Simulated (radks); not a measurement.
Spherical jellium clusters: N electrons in a uniform positive sphere of charge N and radius rs N^(1/3), rs = 3.29 bohr. Method: non-relativistic Kohn-Sham, LDA (Slater exchange, Perdew-Wang correlation), spin-polarised, spherical densities; computed with a radial shooting solver with Libxc functionals. Levels are named by radial order and angular momentum (1s, 1p, 1d, 2s, ...), and open shells are averaged over m.

N = 39, configuration 1s2 1p6 1d10 2s2 1f14 2p(up 3, down 2). This is the lowest configuration that the search found. Occupied and some empty levels:

level    occupation  eigenvalue (eV)  <r> (bohr)
1s up             1          -6.8258       6.873
1s down           1          -6.7577       6.992
1p up             3          -6.0827       7.954
1p down           3          -6.0411       8.005
1d up             5          -5.0997       8.714
1d down           5          -5.0712       8.730
2s up             1          -4.4717       6.900
2s down           1          -4.3720       6.847
1f up             7          -3.9224       9.346
1f down           7          -3.8987       9.347
2p up             3          -3.0919       8.125
2p down           2          -3.0029       8.177
1g up             0          -2.5877       9.949
1g down           0          -2.5644       9.944
2d up             0          -1.7149       9.693
2d down           0          -1.6562       9.788
3s up             0          -1.5053       9.842
3s down           0          -1.4527       9.909

Energy (eV): total -69.9510, kinetic 95.923, external -4389.3, Hartree 2166.7, exchange-correlation -169.04, background 2225.8.
